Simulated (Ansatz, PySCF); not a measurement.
Reaction (SMILES): Cl[Te](Cl)Cl -> Cl[Te]Cl + Cl atom (the Cl-Te bond at the site shown breaks; other sites are not compared here)
Structures are relaxed separately at B3LYP-D3(BJ)/def2-TZVP in Ansatz (an electronic-structure program).

Quantity: bond dissociation energy (electronic energy difference), in kJ/mol. Cores are frozen in the correlated levels unless marked. UHF or UKS for open shells. Spin-orbit coupling is left out. The frozen core is the preceding noble-gas configuration, with the filled d and f shells of earlier blocks. In def2 rows, elements after Kr have scalar-relativistic effective core potentials. CBS marks a two-point X^-3 extrapolation of the correlation energy; Hartree-Fock from the larger set.

```csv
level,program,bond dissociation energy (kJ/mol)
HF-D3(BJ)/def2-TZVPD,PySCF + dftd3,…
TPSSh-D4/def2-TZVPD,PySCF + dftd4,191.8
B2PLYP-D4/def2-TZVPD,Ansatz + dftd4,166.2
RPA@PBE/def2-TZVPP,Ansatz,…
CCSD/def2-SVP,Ansatz,…
"CCSD(T)/CBS(def2-TZVPP,def2-QZVPP)",Ansatz,160.3
```

Question: Complete the blanks.

Answer: 
- HF-D3(BJ)/def2-TZVPD, bond dissociation energy (kJ/mol): 94.5
- RPA@PBE/def2-TZVPP, bond dissociation energy (kJ/mol): 116.9
- CCSD/def2-SVP, bond dissociation energy (kJ/mol): 97.9
